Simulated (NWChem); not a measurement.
System: C3H5FSi; SMILES C[Si@H](F)C#C

Here is an NWChem input.

```
start job
memory heap 200 mb stack 900 mb global 1100 mb
geometry units angstroms noautoz
  C      0.061167     2.566186    -0.189824
  C     -0.020575     1.373236     0.023304
  Si    -0.102926    -0.419802     0.363253
  C      1.406630    -1.294362    -0.306122
  F     -1.428576    -1.007748    -0.356069
  H      0.124258     3.615476    -0.378674
  H     -0.259334    -0.625052     1.824891
  H      1.508702    -1.135049    -1.385094
  H      2.314924    -0.917141     0.178820
  H      1.348734    -2.373462    -0.123698
end
basis spherical
  * library def2-svp
end
dft
  xc becke88 lyp
  iterations 150
  mulliken
end
task dft energy
```

Parts of the log:

```
             Northwest Computational Chemistry Package (NWChem) 7.3.0
             --------------------------------------------------------

 C1  symmetry detected

                             Geometry "geometry" -> ""
                             -------------------------

 Output coordinates in angstroms (scale by  1.889725989 to convert to a.u.)

  No.       Tag          Charge          X              Y              Z
 ---- ---------------- ---------- -------------- -------------- --------------
    1 C                    6.0000     0.02464588     2.57702503    -0.18908715
    2 C                    6.0000    -0.03272926     1.38423558     0.03271552
    3 Si                  14.0000    -0.07822542    -0.40769566     0.38519928
    4 C                    6.0000     1.43869045    -1.25917397    -0.29717037
    5 F                    9.0000    -1.40166589    -1.02436979    -0.31385074
    6 H                    1.0000     0.06628948     3.62600482    -0.38545799
    7 H                    1.0000    -0.21293140    -0.60600298     1.84995358
    8 H                    1.0000     1.52460330    -1.10523028    -1.37832727
    9 H                    1.0000     2.34584025    -0.86231732     0.17404768
   10 H                    1.0000     1.40270487    -2.33790680    -0.10709724

 Effective nuclear repulsion energy (a.u.)     204.6300711111

                                 NWChem DFT Module
                                 -----------------

 Summary of "ao basis" -> "ao basis" (spherical)
 ------------------------------------------------------------------------------
       Tag                 Description            Shells   Functions and Types
 ---------------- ------------------------------  ------  ---------------------
 C                          def2-svp                 6       14   3s2p1d
 Si                         def2-svp                 8       18   4s3p1d
 F                          def2-svp                 6       14   3s2p1d
 H                          def2-svp                 3        5   2s1p

            General Information
            -------------------
          SCF calculation type: DFT
          Wavefunction type:  closed shell.
          No. of atoms     :    10
          No. of electrons :    46
           Alpha electrons :    23
            Beta electrons :    23
          Charge           :     0
          Spin multiplicity:     1
          Use of symmetry is: off; symmetry adaption is: off
          Maximum number of iterations: 150
          AO basis - number of functions:    99
                     number of shells:    47
          Convergence on energy requested:  1.00D-06
          Convergence on density requested:  1.00D-05
          Convergence on gradient requested:  5.00D-04

              XC Information
              --------------
                    Becke 1988 Exchange Functional  1.000
              Lee-Yang-Parr Correlation Functional  1.000

             Grid Information
             ----------------
          Grid used for XC integration:  medium
          Radial quadrature: Mura-Knowles
          Angular quadrature: Lebedev.
          Tag              B.-S. Rad. Rad. Pts. Rad. Cut. Ang. Pts.
          ---              ---------- --------- --------- ---------
          C                   0.70       49          12.0       434
          Si                  1.10       88          11.0       590
          F                   0.50       49          12.0       434
          H                   0.35       45          14.0       434
          Grid pruning is: on
          Number of quadrature shells:   509
          Spatial weights used:  Erf1

      Superposition of Atomic Density Guess
      -------------------------------------

 Sum of atomic energies:        -503.40188233

      Non-variational initial energy
      ------------------------------

 Total energy =    -505.519685
 1-e energy   =   -1099.438388
 2-e energy   =     389.288632
 HOMO         =      -0.348842
 LUMO         =      -0.000932

     ---------------------------------------------
      Total Density - Mulliken Population Analysis
     ---------------------------------------------

    Atom       Charge   Shell Charges
 -----------   ------   -------------------------------------------------------
    1 C    6     6.16   1.99  0.98  0.57  1.86  0.72  0.03
    2 C    6     6.24   1.99  1.02  0.31  1.98  0.92  0.03
    3 Si  14    12.88   2.00  1.99  0.92  0.19  5.93  0.96  0.63  0.26
    4 C    6     6.59   1.99  0.96  0.28  2.12  1.23  0.01
    5 F    9     9.57   1.99  1.15  0.78  3.52  2.13  0.00
    6 H    1     0.88   0.63  0.22  0.03
    7 H    1     1.09   0.70  0.38  0.01
    8 H    1     0.87   0.65  0.19  0.03
    9 H    1     0.86   0.65  0.18  0.03
   10 H    1     0.86   0.65  0.18  0.03

   convergence    iter        energy       DeltaE   RMS-Dens  Diis-err
 ---------------- ----- ----------------- --------- --------- ---------
 d= 0,ls=0.0,diis     1   -506.2628155428 -7.11D+02  1.85D-02  6.74D-01
 d= 0,ls=0.0,diis     2   -506.1893959228  7.34D-02  1.11D-02  1.67D+00
 d= 0,ls=0.0,diis     3   -506.3311946542 -1.42D-01  2.96D-03  1.04D-01
 d= 0,ls=0.0,diis     4   -506.3342196447 -3.02D-03  1.68D-03  4.91D-02
 d= 0,ls=0.0,diis     5   -506.3397411311 -5.52D-03  6.36D-04  9.87D-03
  Resetting Diis
 d= 0,ls=0.0,diis     6   -506.3409813162 -1.24D-03  1.47D-04  2.76D-04
 d= 0,ls=0.0,diis     7   -506.3410193855 -3.81D-05  7.25D-05  1.49D-05
 d= 0,ls=0.0,diis     8   -506.3410163452  3.04D-06  4.49D-05  3.80D-05
 d= 0,ls=0.0,diis     9   -506.3410212141 -4.87D-06  9.17D-06  1.56D-06
 d= 0,ls=0.0,diis    10   -506.3410213611 -1.47D-07  3.68D-06  3.04D-07

         Total DFT energy =     -506.341021361114
      One electron energy =    -1103.568864239879
           Coulomb energy =      442.006555320682
    Exchange-Corr. energy =      -49.408783553048
 Nuclear repulsion energy =      204.630071111131

 Numeric. integr. density =       45.999993482367

                       DFT Final Molecular Orbital Analysis
                       ------------------------------------

 Vector   21  Occ=2.000000D+00  E=-2.879082D-01
              MO Center=  1.8D-01, -4.4D-01,  1.9D-01, r^2= 3.6D+00
   Bfn.  Coefficient  Atom+Function         Bfn.  Coefficient  Atom+Function
  ----- ------------  ---------------      ----- ------------  ---------------
    50      0.269313   4 C  px               66      0.233837   5 F  pz
    80      0.225921   7 H  s                64     -0.193805   5 F  px
    81      0.172150   7 H  s                38      0.170206   3 Si pz
    69     -0.161890   5 F  pz               49     -0.160340   4 C  s
    20      0.157437   2 C  pz               53      0.148708   4 C  px

 Vector   22  Occ=2.000000D+00  E=-2.564060D-01
              MO Center= -2.0D-02,  1.9D+00, -6.7D-02, r^2= 1.7D+00
   Bfn.  Coefficient  Atom+Function         Bfn.  Coefficient  Atom+Function
  ----- ------------  ---------------      ----- ------------  ---------------
     4      0.351557   1 C  px               18      0.349849   2 C  px
     6      0.233553   1 C  pz               20      0.233083   2 C  pz
     7      0.203068   1 C  px               21      0.188235   2 C  px
     9      0.134990   1 C  pz               23      0.122273   2 C  pz
    65     -0.095273   5 F  py               68      0.067829   5 F  py

 Vector   23  Occ=2.000000D+00  E=-2.492717D-01
              MO Center=  9.8D-02,  1.4D+00,  4.0D-02, r^2= 3.1D+00
   Bfn.  Coefficient  Atom+Function         Bfn.  Coefficient  Atom+Function
  ----- ------------  ---------------      ----- ------------  ---------------
     6      0.327730   1 C  pz               20      0.305964   2 C  pz
     4     -0.224863   1 C  px               18     -0.209713   2 C  px
     9      0.195570   1 C  pz               23      0.158765   2 C  pz
    80     -0.155645   7 H  s                49      0.140845   4 C  s
    81     -0.140545   7 H  s                50     -0.135835   4 C  px

 Vector   24  Occ=0.000000D+00  E=-3.762102D-02
              MO Center= -9.7D-03,  1.2D+00,  9.1D-02, r^2= 3.6D+00
   Bfn.  Coefficient  Atom+Function         Bfn.  Coefficient  Atom+Function
  ----- ------------  ---------------      ----- ------------  ---------------
    39     -0.431073   3 Si px                7      0.416998   1 C  px
     4      0.332430   1 C  px               21     -0.316283   2 C  px
     9      0.277808   1 C  pz               18     -0.235968   2 C  px
    63     -0.223384   5 F  s                 6      0.221136   1 C  pz
    40     -0.217798   3 Si py               23     -0.214144   2 C  pz

 Vector   25  Occ=0.000000D+00  E=-2.390573D-02
              MO Center=  3.9D-02,  1.4D+00,  5.3D-03, r^2= 3.6D+00
   Bfn.  Coefficient  Atom+Function         Bfn.  Coefficient  Atom+Function
  ----- ------------  ---------------      ----- ------------  ---------------
    49      0.585634   4 C  s                 9     -0.463539   1 C  pz
    23      0.393121   2 C  pz                6     -0.339930   1 C  pz
     7      0.310400   1 C  px               81     -0.303757   7 H  s
    20      0.277338   2 C  pz               41      0.278313   3 Si pz
    96     -0.267608  10 H  s                21     -0.264098   2 C  px

 Vector   26  Occ=0.000000D+00  E= 4.531703D-02
              MO Center=  1.3D+00, -1.2D+00, -2.1D-01, r^2= 5.4D+00
   Bfn.  Coefficient  Atom+Function         Bfn.  Coefficient  Atom+Function
  ----- ------------  ---------------      ----- ------------  ---------------
    49      2.463705   4 C  s                91     -1.048683   9 H  s
    86     -1.002572   8 H  s                32     -0.974110   3 Si s
    96     -0.786706  10 H  s                40      0.461087   3 Si py
    81      0.451118   7 H  s                48      0.219062   4 C  s
    39     -0.215917   3 Si px               63      0.174176   5 F  s

[...]
```

Level: BLYP/def2-SVP. Geometry: optimised at B3LYP/6-31G* (spherical d).
